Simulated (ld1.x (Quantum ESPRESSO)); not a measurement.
# Before and after: RRKJ potential for B

boron, norm-conserving RRKJ (Kleinman–Bylander form), made with ld1.x (Quantum ESPRESSO) 7.5 (Wu–Cohen, scalar-relativistic). Core [He], reference 2s2 2p0.5 (charge +0.5). Waves: 2s (bound): rc 1.55 bohr; 2p (bound): rc 3.10 bohr; 3d channel at 0.35 Ry: rc 2.45 bohr. Local part: the d channel. Core correction: none. rho0 = 0.02.

Change: wave 2p (bound): rc 3.10 bohr becomes 2p (bound): rc 3.74 bohr.

Cutoffs: the cutoffs (Ry, on a coarse ladder) from which the occupation-weighted sum of valence levels, in a spherical-Bessel basis at the reference potential, stays within 10 and 1 mRy of its value at 400 Ry; they do not see the model core or the augmentation charge, which bear on the density cutoff. Errors are all-electron minus pseudo energies relative to the spin-unpolarised reference configuration.

Task: What does the change do?

Result: The potential gets neither clearly harder nor softer (21 Ry and 50 Ry → 21 Ry and 50 Ry); the s channel sets the loose cutoff, while the largest relative change is in p, which becomes softer; of the 7 tests that both files solve, the error grows in 7 and shrinks in 0 by more than 15 % and 0.3 meV (median size 30.5 → 70.5 meV); neither file shows a bound ghost. More of the atom is replaced by a form fitted at one configuration, so other configurations suffer.

| quantity | base | changed |
| --- | --- | --- |
| cutoff, loose | 21 Ry | 21 Ry |
| cutoff, tight | 50 Ry | 50 Ry |
| loose cutoff by channel (10 mRy a level) | s 18 Ry, p 10 Ry | s 18 Ry, p 8 Ry |
| bound ghosts | none | none |
| error for 2s2 2p1, meV [ΔE -2.86 eV] | +17 | +36 |
| error for 2s2 2p0, meV [ΔE 5.29 eV] | +44 | +84 |
| error for 2s1 2p0, meV [ΔE 30.59 eV] | +211 | +357 |
| error for 2s0 2p3, meV [ΔE 8.83 eV] | +0.4 | +28 |
| error for 2s2 2p1.3, meV [ΔE -3.58 eV] | +29 | +63 |
| error for 2s1 2p1, meV [ΔE 11.44 eV] | -67 | -128 |
| error for 2s1 2p2, meV [ΔE 2.98 eV] | +30 | +71 |
